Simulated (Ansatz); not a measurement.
Mulliken charges of `BC1=CCO1` from PBE/def2-TZVPP in Ansatz (PBE0-D4/def2-TZVP geometry).

```csv
atom,x (Å),y (Å),z (Å),charge (e)
B1,-1.870,-0.103,-0.509,-0.100
C2,-0.406,0.052,-0.117,0.147
C3,0.616,-0.768,0.218,-0.222
C4,1.462,0.449,0.369,0.061
O5,0.311,1.247,0.000,-0.248
H6,-2.547,0.846,-0.758,0.027
H7,-2.315,-1.210,-0.557,0.020
H8,0.751,-1.832,0.327,0.128
H9,2.278,0.576,-0.348,0.094
H10,1.804,0.692,1.379,0.094
```

Question: By hand: the dipole of these point charges (1 e Å = 4.8032 D).

Answer: Σ q r = (0.367, -0.210, 0.115) e Å, of length 0.438 e Å = 2.10 D.

Question: How does the dipole of the full density compare? (An estimate is asked.)

Answer: Computed: (0.405, -0.243, 0.128) e Å, 2.35 D; the point charges give 0.89 times that, at 1° from its direction.

Point charges leave out the atoms' own dipoles, such as those of lone pairs, and Mulliken's split depends on the basis, so the close match here is no proof of good charges.
